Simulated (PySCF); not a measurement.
TDDFT excited states: C4H7NOSi

Compound: C4H7NOSi.
Bonds: C1–C2 (triple), C2–C3, C3–N4, N4–C5, C5–O6 (double), C5–Si7. Hydrogens: H8 on C1; H9, H10 on C3; H11 on N4; H12, H13, H14 on Si7.

Method used: PySCF 2.14.0, density-fitted response routines, TDDFT B3LYP/def2-SVPD, vertical, gas phase, core orbitals frozen in the response. Isolated species at its GFN2-xTB geometry (one conformer only). Torsions of this conformer, `[CH:1]#[C:2][CH2:3][NH:4][C:5](=[O:6])[SiH3:7]`: C2–C3–N4–C5 125°, C3–N4–C5–O6 4°.

```csv
state,E (eV),λ (nm),f,"main configurations (H = HOMO, L = LUMO)"
S1,4.80,258.1,0.0025,H→L (94%)
S2,5.96,208.1,0.0019,H→L+1 (95%)
S3,6.28,197.4,0.065,"H-1→L (61%), H-2→L (8%)"
S4,6.34,195.7,0.042,H→L+2 (67%)
S5,6.49,191.0,0.065,"H-2→L (36%), H-1→L+1 (25%), H→L+2 (12%)"
S6,6.55,189.2,0.059,"H-1→L+1 (59%), H→L+3 (10%)"
S7,6.66,186.3,0.058,"H→L+3 (52%), H→L+4 (10%)"
S8,6.68,185.5,0.081,"H→L+4 (58%), H→L+3 (10%)"
```

Triplets (Tamm–Dancoff): T1 4.23 eV, H→L (93%); T2 4.86 eV, H-1→L (84%); T3 5.45 eV, H-2→L+4 (19%), H-3→L+2 (18%), H→L+2 (8%).

The lowest singlet lies at 4.80 eV (258 nm, ultraviolet) and is very weak; its leading configuration is HOMO→LUMO (94%). The strongest level in the table is S8 at 6.68 eV (185 nm, f = 0.081). It is the last of those listed, so stronger ones may follow. Löwdin shares by element: HOMO oxygen 57%, carbon 13% or more, silicon 10%, nitrogen 6%; LUMO carbon 29% or more, oxygen 21%, silicon 17%, nitrogen 13% (atoms not listed hold the other 20%). Orbital energies (eV): HOMO-3 -8.36, HOMO-2 -8.03, HOMO-1 -7.58, HOMO -6.93, LUMO -0.63, LUMO+1 -0.10, LUMO+2 0.25. The oscillator strengths of these states sum to 0.374; summed over the whole spectrum of an exact calculation they would give the number of electrons, 60 (Thomas–Reiche–Kuhn). The listed states span 1.88 eV, and the widest gap between neighbours is 1.15 eV (S1 to S2). No computed singlet lies in the visible range (380 to 750 nm); the lowest, at 258 nm, stands 1.54 eV above its violet end (3.26 eV). The window holds the lowest 8 singlets.

Time: 70 s (grids of density and orbitals included); peak memory 0.81 GiB. Hardware: Arm Neoverse N1, one thread, shared host with 64 logical CPUs at a one-minute load of 64.
